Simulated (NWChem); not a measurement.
System: C$_{3}$H$_{3}$FOSi; SMILES C#C[Si@@H](F)C=O

NWChem input:

```
start job
memory heap 200 mb stack 900 mb global 1100 mb
geometry units angstroms noautosym nocenter noautoz
  C     -1.295111     2.397313     0.221218
  C     -0.539814     1.465085    -0.045720
  Si     0.527198     0.023402    -0.390325
  F      2.004805     0.266375     0.281123
  C     -0.299776    -1.518201     0.444231
  O     -1.205088    -2.097549    -0.127829
  H     -1.957220     3.223119     0.450593
  H      0.685914    -0.201836    -1.858533
  H      0.053962    -1.853783     1.472682
end
basis spherical
  C library def2-tzvp
  Si library def2-tzvp
  F library def2-tzvp
  O library def2-tzvp
  H library def2-tzvp
end
dft
  xc b3lyp
  iterations 150
  semidirect filesize 400000000
end
property
  efieldgrad
end
task dft property
```

Excerpt of the output:

```
             Northwest Computational Chemistry Package (NWChem) 7.3.0
             --------------------------------------------------------

                             Geometry "geometry" -> ""
                             -------------------------

 Output coordinates in angstroms (scale by  1.889725989 to convert to a.u.)

  No.       Tag          Charge          X              Y              Z
 ---- ---------------- ---------- -------------- -------------- --------------
    1 C                    6.0000    -1.29511100     2.39731300     0.22121800
    2 C                    6.0000    -0.53981400     1.46508500    -0.04572000
    3 Si                  14.0000     0.52719800     0.02340200    -0.39032500
    4 F                    9.0000     2.00480500     0.26637500     0.28112300
    5 C                    6.0000    -0.29977600    -1.51820100     0.44423100
    6 O                    8.0000    -1.20508800    -2.09754900    -0.12782900
    7 H                    1.0000    -1.95722000     3.22311900     0.45059300
    8 H                    1.0000     0.68591400    -0.20183600    -1.85853300
    9 H                    1.0000     0.05396200    -1.85378300     1.47268200

 Effective nuclear repulsion energy (a.u.)     251.3935314335

                              NWChem Property Module
                              ----------------------

  itol2e modified to match energy
  convergence criterion.

                                 NWChem DFT Module
                                 -----------------

 Summary of "ao basis" -> "ao basis" (spherical)
 ------------------------------------------------------------------------------
       Tag                 Description            Shells   Functions and Types
 ---------------- ------------------------------  ------  ---------------------
 C                         def2-tzvp                11       31   5s3p2d1f
 Si                        def2-tzvp                13       37   5s5p2d1f
 F                         def2-tzvp                11       31   5s3p2d1f
 O                         def2-tzvp                11       31   5s3p2d1f
 H                         def2-tzvp                 4        6   3s1p

  itol2e modified to match energy
  convergence criterion.

            General Information
            -------------------
          SCF calculation type: DFT
          Wavefunction type:  closed shell.
          No. of atoms     :     9
          No. of electrons :    52
           Alpha electrons :    26
            Beta electrons :    26
          Charge           :     0
          Spin multiplicity:     1
          Use of symmetry is: off; symmetry adaption is: off
          Maximum number of iterations: 150
          AO basis - number of functions:   210
                     number of shells:    80
          Convergence on energy requested:  1.00D-07
          Convergence on density requested:  1.00D-05
          Convergence on gradient requested:  5.00D-04

              XC Information
              --------------
                         B3LYP Method XC Potential
                     Hartree-Fock (Exact) Exchange  0.200
                        Slater Exchange Functional  0.800 local
                    Becke 1988 Exchange Functional  0.720 non-local
              Lee-Yang-Parr Correlation Functional  0.810
                  VWN I RPA Correlation Functional  0.190 local

[...]

          -----------------------
          Electric field gradient
          -----------------------

 1 a.u. = 0.324123 10**(16) esu/cm**3  ( or statvolts/cm**2 ) = 0.97174 10**(22) v/m**2

 ------------------------------------------------------------
   Atom      X         Y         Z
 ------------------------------------------------------------
    1 C   -2.44740   4.53026   0.41804
 ------------------------------------------------------------

 Electric field gradient in molecular frame (a.u.)
         XX             YY             ZZ             XY             XZ             YZ
 ------------------------------------------------------------------------------------------
        0.011153       0.148992      -0.160144      -0.285219      -0.089006       0.081602

 Principal components (a.u.) and orientation
 of principal axis w.r.t. absolute frame                      Asymmetry parameter eta
 --------------------------------------------------------------------------------------
        0.398930      -0.223047      -0.175883                       0.118227

       -0.610096       0.755488      -0.238788
        0.764349       0.481809      -0.428521
        0.208692       0.443957       0.871407

 ------------------------------------------------------------
   Atom      X         Y         Z
 ------------------------------------------------------------
    2 C   -1.02010   2.76861  -0.08640
 ------------------------------------------------------------

 Electric field gradient in molecular frame (a.u.)
         XX             YY             ZZ             XY             XZ             YZ
 ------------------------------------------------------------------------------------------
        0.030949       0.134594      -0.165543      -0.262314      -0.069686       0.095832

 Principal components (a.u.) and orientation
 of principal axis w.r.t. absolute frame                      Asymmetry parameter eta
 --------------------------------------------------------------------------------------
        0.375995      -0.195630      -0.180365                       0.040600

       -0.618206      -0.293521       0.729155
        0.756487      -0.474064       0.450545
        0.213422       0.830126       0.515114

 ------------------------------------------------------------
   Atom      X         Y         Z
 ------------------------------------------------------------
    3 Si   0.99626   0.04422  -0.73761
 ------------------------------------------------------------

 Electric field gradient in molecular frame (a.u.)
         XX             YY             ZZ             XY             XZ             YZ
 ------------------------------------------------------------------------------------------
       -0.479910       0.172199       0.307712      -0.105401      -0.342461      -0.052126

 Principal components (a.u.) and orientation
 of principal axis w.r.t. absolute frame                      Asymmetry parameter eta
 --------------------------------------------------------------------------------------
       -0.625152       0.436352       0.188800                       0.395987

        0.926145      -0.344926      -0.152584
        0.145183      -0.047354       0.988271
        0.348106       0.937434      -0.006220

 ------------------------------------------------------------
   Atom      X         Y         Z
 ------------------------------------------------------------
    4 F    3.78853   0.50338   0.53125
 ------------------------------------------------------------

 Electric field gradient in molecular frame (a.u.)
         XX             YY             ZZ             XY             XZ             YZ
 ------------------------------------------------------------------------------------------
       -0.890570       0.572766       0.317803      -0.237822      -0.681945      -0.088321

 Principal components (a.u.) and orientation
 of principal axis w.r.t. absolute frame                      Asymmetry parameter eta
 --------------------------------------------------------------------------------------
       -1.232960       0.635276       0.597685                       0.030489

        0.903598      -0.414128       0.109586
        0.138830       0.525101       0.839640
        0.405262       0.743483      -0.531974

 ------------------------------------------------------------
   Atom      X         Y         Z
 ------------------------------------------------------------
    5 C   -0.56649  -2.86898   0.83947
 ------------------------------------------------------------

 Electric field gradient in molecular frame (a.u.)
         XX             YY             ZZ             XY             XZ             YZ
 ------------------------------------------------------------------------------------------
       -0.101599      -0.010565       0.112164       0.384002       0.232220      -0.250574

 Principal components (a.u.) and orientation
 of principal axis w.r.t. absolute frame                      Asymmetry parameter eta
 --------------------------------------------------------------------------------------
       -0.604391       0.343579       0.260812                       0.136943

        0.665014       0.494253       0.559884
       -0.611158       0.791026       0.027615
       -0.429235      -0.360542       0.828110

 ------------------------------------------------------------
   Atom      X         Y         Z
 ------------------------------------------------------------
    6 O   -2.27729  -3.96379  -0.24156
 ------------------------------------------------------------

 Electric field gradient in molecular frame (a.u.)
         XX             YY             ZZ             XY             XZ             YZ
 ------------------------------------------------------------------------------------------
       -0.943326       0.069929       0.873397       0.717767       0.236294      -1.556864

[...]
```

Level: B3LYP/def2-TZVP. All runs use the structure optimised with PBE-D3(BJ)/def2-SVP. NWChem prints the field gradient with the sign opposite to the second derivative of the potential.
